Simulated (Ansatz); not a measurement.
Basis sets compared for SiO4H4. The state is a singlet with charge 0. Geometry r2SCAN-D4/def2-SVP. Ansatz on 4 threads of INTEL XEON PLATINUM 8581C on a shared host; times are rough, and most runs start from earlier orbitals.

```tsv
atom	x (Å)	y (Å)	z (Å)
Si1	-0.380	-0.511	-0.193
O2	-2.062	-0.434	-0.396
O3	1.236	0.104	0.961
O4	0.334	0.486	-1.329
O5	-1.428	0.052	0.977
H6	0.136	-1.885	-0.206
H7	-0.314	0.832	-1.957
H8	0.886	0.546	1.751
H9	1.592	0.810	0.392
```

B3LYP takes the VWN-RPA correlation. The restricted singlet is unstable towards broken spin symmetry in Hartree–Fock (as tested in another run); at PBE-D4/def2-SVP, PBE-D4/def2-TZVPD, r2SCAN-D4/def2-TZVP, r2SCAN-D4/def2-TZVPD and others this wasn't settled. The structure comes from a short search, and lower isomers may exist.

Binding counts from free atoms (Si triplet, O triplet, H doublet) in the same basis, without a counterpoise term.

```tsv
level	functions	energy (Eh)	HOMO (eV)	LUMO (eV)	binding per atom (eV)	wall time
PBE-D4/def2-SVP	94	-592.0015	-4.92	-1.86	3.70	0.45 s
PBE-D4/def2-TZVP	185	-592.4987	-5.35	-2.28	3.75	0.8 s
r2SCAN-D4/def2-TZVP	185	-592.7843	-5.72	-1.94	3.66	1.4 s
B3LYP-D4/6-31G	57	-592.6130	-6.85	-1.44	3.05	0.5 s
B3LYP-D4/def2-TZVP (with forces)	185	-592.9796	-6.90	-1.28	3.61	1.5 s
PBE0-D4/def2-SVP	94	-592.0160	-6.90	-0.48	3.52	0.55 s
PBE0-D4/def2-TZVP	185	-592.5095	-7.17	-0.88	3.57	1.2 s
```

Estimate the rows for PBE-D4/def2-TZVPD, r2SCAN-D4/def2-TZVPD, PBE0-D4/def2-TZVPD.


```tsv
level	functions	energy (Eh)	HOMO (eV)	LUMO (eV)	binding per atom (eV)	wall time
PBE-D4/def2-TZVPD	239	-592.5036	-5.49	-2.45	3.75	1.4 s
r2SCAN-D4/def2-TZVPD	239	-592.7879	-5.82	-2.07	3.66	2 s
PBE0-D4/def2-TZVPD	239	-592.5133	-7.26	-1.14	3.58	1.9 s
```
